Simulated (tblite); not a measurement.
C11H7FO.
SMILES with atom numbers: `[O:1]=[CH:2][c:3]1[cH:4][c:5]([F:6])[c:7]2[cH:8][cH:9][cH:10][cH:11][cH:12][c:13]1-2` (hydrogens: H14 on C2; H15 on C4; H16 on C8; H17 on C9; H18 on C10; H19 on C11; H20 on C12)

Geometry (GFN2-xTB, Å), atoms numbered from 1 in this order:
```
atom  x, y, z in Å
O1    -4.090   -0.844   -0.354
C2    -2.902   -1.072   -0.323
C3    -1.872   -0.081   -0.115
C4    -2.141    1.292    0.079
C5    -0.941    1.946    0.245
F6    -0.791    3.264    0.454
C7     0.137    1.047    0.168
C8     1.471    1.391    0.293
C9     2.580    0.562    0.227
C10    2.616   -0.811    0.018
C11    1.574   -1.708   -0.174
C12    0.205   -1.474   -0.212
C13   -0.471   -0.278   -0.067
H14   -2.530   -2.107   -0.462
H15   -3.121    1.728    0.091
H16    1.662    2.445    0.466
H17    3.540    1.046    0.352
H18    3.607   -1.249    0.004
H19    1.872   -2.739   -0.314
H20   -0.411   -2.349   -0.377
```

Computed geometry: GFN2-xTB, gas phase.

Take the most abundant isotopes and a rigid rotor. The values belong to one conformer with, in the numbering `[O:1]=[CH:2][c:3]1[cH:4][c:5]([F:6])[c:7]2[cH:8][cH:9][cH:10][cH:11][cH:12][c:13]1-2`, O1–C2–C3–C4 0°.

(1) Give the principal moments of inertia and the rotational constants in cm⁻¹.

(2) Classify the top.

(3) Is it planar, by Δ = Ic − Ia − Ib?

(4) Estimate the classical rotational partition function at 10 K, 25 K and 50 K.

Results:

(1) Ia = 424.77, Ib = 729.62, Ic = 1154.39 u·Å²; 505379 MHz·u·Å²/I gives 1190, 692.7 and 437.8 MHz, that is A = 0.03969, B = 0.02310, C = 0.01460 cm⁻¹.

(2) An asymmetric top: κ = (2 × 692.7 − 1190 − 437.8)/(1190 − 437.8) = -0.32.

(3) Planar: Δ = Ic − Ia − Ib = 0.00 u·Å². For a rigid frame Δ = −2 Σ m c², so it vanishes when all atoms lie in the ab plane; here none is more than 0.01 Å from it.

(4) Point group Cs, symmetry number σ = 1; q = (√π/σ)·√((kT/h)³/(ABC)), k/h = 20836.6 MHz/K: 8880 at 10 K, 35100 at 25 K, 99200 at 50 K.

Its GFN2-xTB frequencies are all real (lowest 72 cm⁻¹). No vibrational averaging or centrifugal distortion is included, and the geometry carries the error of its method.

The run took 0.17 s wall on an Arm Neoverse V2 with one thread, shared host with 48 logical CPUs at a one-minute load of 14. That covers the optimisation of the geometry.
